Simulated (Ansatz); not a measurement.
# GeH3 (SMILES [GeH3]): methods side by side

The species is GeH3 (4 atoms), meant as a doublet with charge 0. SMILES: `[GeH3]`. Geometry: relaxed at PBE0-D4/def2-TZVP.

```xyz
4

Ge    0.2146   -0.1259   -0.2494
H     1.0550    0.1096    1.0183
H    -0.8828   -1.1759   -0.0001
H    -0.3868    1.1922   -0.7688
```

Each level gives the energy change with the Ge1–H4 bond stretched from 1.539 to 2.309 Å (eV). The values are calculated.

```
           level                    kind  program  value (eV)  less FCI/STO-3G  CPU time (all runs)
      UHF/STO-3G            Hartree–Fock   Ansatz        3.35            +0.52                0.3 s
   USVWN5/STO-3G                     LDA   Ansatz        3.12            +0.29                1.9 s
 U-r2SCAN/STO-3G                meta-GGA   Ansatz        3.22            +0.39                8.5 s
U-r2SCAN0/STO-3G         hybrid meta-GGA   Ansatz        3.40            +0.57                 11 s
    UPBE0/STO-3G           global hybrid   Ansatz        3.30            +0.47                3.5 s
   UHSE06/STO-3G  range-separated hybrid   Ansatz        3.29            +0.46                4.2 s
     UMP2/STO-3G     perturbation theory   Ansatz        3.49            +0.66               0.31 s
 UBCCD(T)/STO-3G   coupled cluster or CI   Ansatz        2.84            +0.01               0.66 s
      FCI/STO-3G      exact in the basis   Ansatz        2.83             0.00                1.3 s
```

FCI/STO-3G is exact within its basis and frozen core, so for wave-function methods in that basis the difference is their error; functionals converge differently with the basis, so for them it is only a difference. All-electron rows without a relativistic Hamiltonian named are non-relativistic. The first shape isn't each level's own minimum. The values span 2.83 to 3.49 eV. Spin contamination of the reference (⟨S²⟩ at least 0.1 too high) touches UHF/STO-3G, UMP2/STO-3G, UBCCD(T)/STO-3G. All rows use very small basis sets, so even the best lies far from the true value. In the correlated wave-function rows the outer d shell of Ge is correlated, in sets not made for it. Times are those of the runs behind each value, whatever else they computed, on shared processors of several kinds: orders of magnitude only.
